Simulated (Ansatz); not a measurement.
Geometry optimisation, RKS PBE-D4/def2-SVP in Ansatz.

Input file:

```yaml
crystal:
  periodic: [false, false, false]
  atoms:
    - { symbol: Cl, position_ang: [-1.3305, -1.9953, 0.4345] }
    - { symbol: C, position_ang: [-0.2573, -0.0973, 0.8012] }
    - { symbol: Si, position_ang: [0.2784, 0.1105, -0.9894] }
    - { symbol: Cl, position_ang: [0.8445, 1.7845, 1.5345] }
    - { symbol: H, position_ang: [-1.1565, 0.3503, 1.1765] }
    - { symbol: H, position_ang: [0.3554, -0.6076, 1.5177] }
    - { symbol: H, position_ang: [0.673, 1.475, -1.3404] }
    - { symbol: H, position_ang: [1.4123, -0.7876, -1.2341] }
    - { symbol: H, position_ang: [-0.8193, -0.2323, -1.9005] }
total_charge: -1
basis:
  gaussian: { orbitals: def2-SVP }
hamiltonian:
  xc: pbe
  dispersion: d4
relax:
  f_tol: 0.15
  max_steps: 25
  restrain:
    - { distance: [1, 3], at: 3.08, k: 30.0 }
    - { distance: [1, 0], at: 1.78, k: 30.0 }
output:
  orbitals: {}
```

Run as:

```bash
$ ansatz run input.yaml --threads 2 --pin off --max-ram 3072MiB --backend cpu --events-out ev --progress --plain --runs-dir out
```

**Question.** Where does it end, and by what steps?

**Answer.** The forces met the threshold. The restraints hold the end off the free minimum. Limits of this set-up: an anion without diffuse functions, the dipole of an ion depends on the origin. After 9 steps the energy has fallen by 0.562 eV (the restraints' own energy left out); Cl4 moved furthest, 0.84 Å.

```json
{"step": "0", "energy less start (eV)": "0.0000", "largest force component (eV/Å)": "1.142", "accepted": "yes"}
{"step": "1", "energy less start (eV)": "-0.1745", "largest force component (eV/Å)": "0.945", "accepted": "yes"}
{"step": "2", "energy less start (eV)": "-0.2444", "largest force component (eV/Å)": "1.185", "accepted": "yes"}
{"step": "3", "energy less start (eV)": "-0.3239", "largest force component (eV/Å)": "0.968", "accepted": "yes"}
{"step": "4", "energy less start (eV)": "-0.3790", "largest force component (eV/Å)": "0.898", "accepted": "yes"}
{"step": "5", "energy less start (eV)": "-0.4406", "largest force component (eV/Å)": "0.832", "accepted": "yes"}
{"step": "6", "energy less start (eV)": "-0.5032", "largest force component (eV/Å)": "0.757", "accepted": "yes"}
{"step": "7", "energy less start (eV)": "-0.5243", "largest force component (eV/Å)": "0.892", "accepted": "yes"}
{"step": "8", "energy less start (eV)": "-0.5538", "largest force component (eV/Å)": "0.618", "accepted": "yes"}
{"step": "9", "energy less start (eV)": "-0.5617", "largest force component (eV/Å)": "0.632", "accepted": "yes"}
```

```xyz
9
Properties=species:S:1:pos:R:3
Cl -1.686 -1.863 0.439
C -0.600 -0.462 0.744
Si 0.357 0.244 -0.788
Cl 1.566 1.682 1.109
H -1.203 0.353 1.189
H 0.147 -0.750 1.508
H 0.017 1.625 -1.290
H 1.763 -0.252 -1.020
H -0.361 -0.577 -1.891
```

Whether the end is a true minimum wasn't checked by a vibrational analysis.

Run time: 14 s on 2 threads of Intel(R) Xeon(R) Platinum 8488C (Sapphire Rapids), on a shared host, peak memory 0.16 GiB.
